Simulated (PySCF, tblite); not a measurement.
Isomers of C4H6NOSi (doublet state). Method: GFN2-xTB as coded in tblite; computed harmonic values from a numerical Hessian at the method's own geometry, unscaled. Against measured fundamentals such values can be off by several per cent, at times by over 20. Modes of hydrogen on silicon can be 10 to 20 % off. One conformer each. Open shells enter through the occupations alone, without spin polarisation, and single modes of such species can be off by tens of per cent.

Electronic energies: B3LYP/pcH-1 single points on the GFN2-xTB geometries (PySCF, gas phase).

| SMILES | electronic energy, lowest = 0 (kJ/mol) |
| --- | --- |
| N#C[C]1CC[SiH2]O1 | 0.0 |
| N#C[Si@@H]1[CH]COC1 | 130.5 |
| N#C[C@@H]1CC[SiH]O1 | 27.9 |

How do GFN2-xTB zero-point energies change the relative energies?

| SMILES | ZPE (kJ/mol) | of it from modes above 1550 cm⁻¹ | electronic (kJ/mol) | with ZPE, lowest = 0 (kJ/mol) | lowest mode (cm⁻¹) | rings |
| --- | --- | --- | --- | --- | --- | --- |
| N#C[C]1CC[SiH2]O1 | 233.7 | 112.4 | 0.0 | 0.0 | 72 | 1 |
| N#C[C@@H]1CC[SiH]O1 | 244.1 | 116.7 | 27.9 | 38.3 | 83 | 1 |
| N#C[Si@@H]1[CH]COC1 | 232.1 | 114.7 | 130.5 | 128.9 | 72 | 1 |

The zero-point energies span 12.0 kJ/mol, from `N#C[Si@@H]1[CH]COC1` to `N#C[C@@H]1CC[SiH]O1`. The order is unchanged.

And how do the electronic energies of GFN2-xTB itself compare?

`N#C[C]1CC[SiH2]O1` 0.0; `N#C[C@@H]1CC[SiH]O1` 50.5; `N#C[Si@@H]1[CH]COC1` 280.1 kJ/mol, lowest = 0. Against the energies above, taken from the same isomer `N#C[C]1CC[SiH2]O1`, the largest difference is 149.6 kJ/mol.

What do entropy and thermal enthalpy add at 298.15 K and 1 bar (rigid rotor, harmonic oscillator, one conformer each)?

| SMILES | point group | symmetry number | S (J/(mol K)) | H − H(0) (kJ/mol) | ZPE + H − H(0) − TS (kJ/mol) |
| --- | --- | --- | --- | --- | --- |
| N#C[C]1CC[SiH2]O1 | C1 | 1 | 364.8 | 22.49 | 147.5 |
| N#C[C@@H]1CC[SiH]O1 | C1 | 1 | 356.0 | 21.30 | 159.3 |
| N#C[Si@@H]1[CH]COC1 | C1 | 1 | 373.9 | 23.70 | 144.3 |

S holds R ln(2S + 1) for the spin.
